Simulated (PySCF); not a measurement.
A species of formula C3H10OSi has this rotational fingerprint, computed with PBE0-D3(BJ)/def2-SVP geometry optimisation, gas phase (PySCF):

- Rotational constants: A = 7369, B = 2267, C = 1880 MHz
- Dipole components: |μa| = 0.69 D, |μb| = 0.60 D, |μc| = 0.68 D
- Inertial defect: -22.68 u·Å²
- κ: -0.86

**Question.** Which structure is it? (One computed conformer of each.)
A. SiH2Me(OEt), `C[SiH2]OCC`
B. `[CH3:1][CH:2]([CH3:3])[O:4][SiH3:5]` with C1–C2–O4–Si5 76°
C. Si(OH)Me3, `C[Si](C)(O)C`
D. `[CH3:1][CH2:2][CH2:3][SiH2:4][OH:5]` with C1–C2–C3–Si4 180°, C2–C3–Si4–O5 -59°, C3–Si4–O5–H 75°
E. `C[SiH](OC)C` (SiHMe2(OMe))

**Answer.** B. It is CC(C)O[SiH3], an asymmetric top, point group C1. The candidates at the same level (rigid rotor, commonest isotopes):

```csv
SMILES,A (MHz),B (MHz),C (MHz),μa (D),μb (D),μc (D),Δ (u·Å²),point group,rotor
CC(C)O[SiH3],7369,2267,1880,0.69,0.60,0.68,-22.68,C1,asymmetric top
[H][Si]([H])(C)OCC,11547,1713,1564,0.07,0.23,0.02,-15.52,near Cs,near-prolate asymmetric top
[H][Si](C)(C)OC,5283,2816,2055,0.04,0.89,0.04,-29.18,C1,asymmetric top
CCC[SiH2]O,8955,1731,1567,1.41,0.48,0.81,-25.94,C1,near-prolate asymmetric top
C[Si](C)(C)O,3342,3297,3119,1.35,0.04,0.28,-142.50,near Cs,–
```

`[H][Si]([H])(C)OCC` has A 57 % too high; `[H][Si](C)(C)OC` has A 28 % too low; `CCC[SiH2]O` has B 24 % too low; `C[Si](C)(C)O` has C 66 % too high. No structure here is proved a minimum.
